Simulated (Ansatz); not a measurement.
Harmonic frequencies (cm⁻¹) at PBE0-D4/def2-TZVP from Ansatz: 258, 472, 472, 693, 706, 706, 1968, 1977, 1977.

Which molecule is it?
A. `[Br][SnH3]`
B. `[SnH4]`
C. `[Cl][Sn]([Cl])([Cl])[I]`
D. `[Cl][Sn]([Cl])([Cl])[Br]`

A.
